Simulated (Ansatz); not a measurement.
`[SiH3][O][GaH][Br]` + H₂O → `[OH][GaH][Br]` + `O[SiH3]` at 700 K and 1 bar (formal hydrolysis of a Ga–O bond).

Gas-phase electronic energies from Ansatz, PBE0-D4/def2-TZVP geometries. CBS: MP2 limit from def2 TZ/QZ plus the TZ coupled-cluster correction, frozen cores. This one scheme is used for every species. For Br, Ga outer-core shells are correlated without core-valence functions, which leaves a few kJ/mol of doubt a bond. Scalar relativity is left out up to krypton. One conformer a species, not always the lowest.

| species | CCSD(T)/CBS energy (Eh) | H − E (kJ/mol) | S (J/(mol·K)) |
| --- | --- | --- | --- |
| `[SiH3][O][GaH][Br]` | -4864.03713 | 169.6 | 484.8 |
| H₂O | -76.37941 | 80.5 | 218.4 |
| `[OH][GaH][Br]` | -4573.71961 | 104.2 | 379.4 |
| `O[SiH3]` | -366.69042 | 144.6 | 321.6 |

H − E and S are ideal-gas, rigid-rotor, harmonic terms from PBE0-D4/def2-TZVP, for one conformer and one mirror image of each species. 1 Eh = 2625.50 kJ/mol, R = 8.31446 J/(mol·K).

Q: By hand: ΔE, ΔH, ΔS and ΔG.

A: ΔE = (-4573.71961) + (-366.69042) − (-4864.03713) − (-76.37941) = 0.00651 Eh = 17.1 kJ/mol. Δ(H − E) = 104.2 + 144.6 − 169.6 − 80.5 = -1.3, so ΔH = 15.8 kJ/mol. ΔS = 379.4 + 321.6 − 484.8 − 218.4 = -2.2 J/(mol·K). ΔG = 15.8 − 700 × (-2.2)/1000 = 17.3 kJ/mol.

Q: By hand: the equilibrium constant, and the temperature at which ΔG would vanish if ΔH and ΔS stayed fixed.

A: log₁₀ K = −ΔG/(RT ln 10) = -1.3. ΔH and −TΔS have one sign here, so there is no such temperature.

The number of gas molecules stays the same, so ΔS is small and ΔH decides. A doubt of 5 kJ/mol in ΔE shifts log₁₀ K by 0.4 here. Other conformers and mirror images would add mixing entropy, several J/(mol·K) or more a flexible species. Modes under 60 cm⁻¹, often nearly free rotors, make the harmonic entropy too high. These are equilibria of isolated gas molecules and say nothing of rates. Largest T1 diagnostic: 0.012 (customary marks: 0.02 for closed shells, 0.045 for open ones).

ΔS is within the doubt of such terms, so its sign, and with it that verdict, could turn.
